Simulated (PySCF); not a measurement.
MgCl, SMILES [Mg][Cl], multiplicity 2. Atoms are numbered in the order given.

```xyz
2

Mg     0.0000     0.0000    -1.3032
Cl     0.0000     0.0000     0.9199
```
Charge 0, spin multiplicity 2.

Coordinates come from a B3LYP-D3(BJ)/def2-TZVPD optimisation. The spin state was assumed, not searched.

These are B3LYP/def2-TZVPD (PySCF) values and carry that method's errors.

Mulliken values depend strongly on the basis, most of all with diffuse functions as here. ESP charges are fitted to the potential on shells at 1.4 to 2.0 van der Waals radii. Atomic charges (e):

```
atom  Mulliken  meta-Löwdin  ESP fit  Mulliken spin
----  --------  -----------  -------  -------------
Mg1       0.45          [?]     0.38           0.94
Cl2      -0.45          [?]    -0.38           0.06
```

Some entries are withheld; supply them. (The exact figures need the calculation; the answer reports its results.)


- Mg1, meta-Löwdin: 0.83
- Cl2, meta-Löwdin: -0.83
